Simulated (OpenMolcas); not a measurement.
**Ru2+: moving or changing the point charges**

Ru2+ among 4 point charges of -2 e arranged as a tetrahedron (Td), 1.94 Å from the ion.

```json
{
  "Program": "OpenMolcas 26.06",
  "Method": "CASSCF",
  "Basis": "ANO-RCC-VDZP [6s5p3d1f]",
  "Scalar Hamiltonian": "DKH2, point nucleus",
  "Active space": "6 electrons in 5 orbitals (4d)",
  "State averaging": "2S+1 = 5 even, 5 roots; 2S+1 = 3 even, 45 roots; 2S+1 = 1 even, 50 roots",
  "Spin-orbit coupling": "RASSI with atomic mean-field integrals over the reference wave functions"
}
```

Runs around this geometry, states (labels of Td). Energies in cm-1 above the lowest state or level, χT in cm3 K/mol.

```tsv
R (Å)	q (e)	Ground state	First state of that spin	First gap with spin-orbit (degeneracies)	χT at 300 K	First state of another spin
1.94	-1	5E	5T2 2818	86.1 (1, 3)	4.283	3T1 15714
1.94	-2	5E	5T2 3020	85.9 (1, 3)	4.144	3T1 14559
2.05	-2	5E	5T2 2910	86.2 (1, 3)	4.211	3T1 15084
```

Taking the first state of the same spin as R^-n, n = -ln(2910 / 3020) / ln(2.05 / 1.94) = 0.7 between the shortest and longest distance.

Scaling the charges by -1 / -2 = 0.50 scales the first state of the same spin by 2818 / 3020 = 0.93; with fixed orbitals a first-order splitting would follow the charge.

An orbital doublet at a regular site is open to a Jahn-Teller distortion, which this geometry leaves out. Without dynamic correlation the repulsion within the d shell is too large (B by tens of per cent), so at a given field states of lower spin stand too high. Point charges give a weaker field than real ligands, and real ions of this kind are as a rule low spin; the high spin found here belongs to the model. The ground term spreads over less than 5000 cm-1, several times less than with real ligands, so orbital moments are less quenched and χT lies further from the spin-only value than at real sites. Point charges carry no covalency, so the field is a model and not that of real ligands. No measured value stands beside these numbers.
